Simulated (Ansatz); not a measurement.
`C[OH+][B-](C)(C)Cl`. The species carries charge 0 and has multiplicity 1.

| atom | x (Å) | y (Å) | z (Å) |
| --- | --- | --- | --- |
| C1 | 0.177 | 1.380 | -1.600 |
| O2 | 0.210 | 0.021 | -1.142 |
| B3 | 0.374 | -0.309 | 0.512 |
| C4 | 0.265 | -1.895 | 0.537 |
| C5 | -0.747 | 0.532 | 1.267 |
| Cl6 | 2.085 | 0.319 | 0.844 |
| H7 | 1.049 | 1.860 | -1.162 |
| H8 | 0.251 | 1.383 | -2.687 |
| H9 | -0.733 | 1.879 | -1.267 |
| H10 | -0.555 | -0.469 | -1.462 |
| H11 | -0.723 | -2.257 | 0.222 |
| H12 | 1.024 | -2.382 | -0.080 |
| H13 | 0.407 | -2.251 | 1.561 |
| H14 | -0.628 | 1.615 | 1.174 |
| H15 | -0.692 | 0.307 | 2.337 |
| H16 | -1.762 | 0.267 | 0.946 |

(1) List the harmonic frequencies (cm⁻¹, unscaled) at PBE0-D4/def2-TZVP in Ansatz. (Estimate.)

(2) Is this a minimum?

(3) Give the ideal-gas thermochemistry at 298.15 K and 1 bar (rigid rotor, harmonic oscillator; point group C1, symmetry number 1).

(4) And at 400, 500, 600, 800 and 1000 K?

Results:

(1) Computed: 92, 158, 175, 196, 228, 234, 261, 300, 315, 387, 418, 531, 607, 789, 810, 832, 932, 1040, 1052, 1103, 1146, 1186, 1334, 1336, 1364, 1452, 1458, 1461, 1467, 1476, 1492, 1501, 3018, 3024, 3074, 3093, 3097, 3115, 3124, 3162, 3193, 3827.

(2) Yes, all 42 modes are real.

(3) Zero-point energy 352.1 kJ/mol; H(298) − E = 378.5 kJ/mol; entropy 379.7 J/(mol·K), of which translation 167.3, rotation 116.1, vibration 96.3; G(298) − E = 265.3 kJ/mol. Modes under 100 cm⁻¹ are hindered rotations or soft bends, so the harmonic entropy is rough.

(4) 
```tsv
T (K)	H − E (kJ/mol)	S (J/mol/K)	G − E (kJ/mol)
400	394.6	425.7	224.3
500	413.1	467.0	179.6
600	434.1	505.2	131.0
800	481.7	573.4	23.0
1000	535.3	633.1	-97.8
```
